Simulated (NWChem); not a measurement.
C₃H₆O; SMILES O1CCC1

```xyz
10

C      0.0000     0.0000     1.0710
C      0.0000     1.0253    -0.0699
O      0.0000     0.0000    -1.0589
C      0.0000    -1.0253    -0.0699
H      0.8945     0.0000     1.7087
H     -0.8945     0.0000     1.7087
H     -0.8952     1.6702    -0.1336
H      0.8952     1.6702    -0.1336
H      0.8952    -1.6702    -0.1336
H     -0.8952    -1.6702    -0.1336
```
Atoms are numbered in this order, from 1.

Computed with NWChem. Pople sets run with spherical d functions. Geometry: optimised at PBE0/def2-SVP. Vertical excitations in the gas phase; the lowest state need not have the same character in each row.

For level BHandHLYP/6-31+G*, TDA:

| Property | Result |
|---|---|
| lowest excitation, singlet (eV) | 7.21 |
| orbital gap (eV) | 9.64 |

Question: Estimate the same quantities for level LDA (Slater exchange, VWN5)/6-31+G*, TDA.

Answer: 
| Property | Result |
|---|---|
| lowest excitation, singlet (eV) | 5.55 |
| orbital gap (eV) | 5.53 |
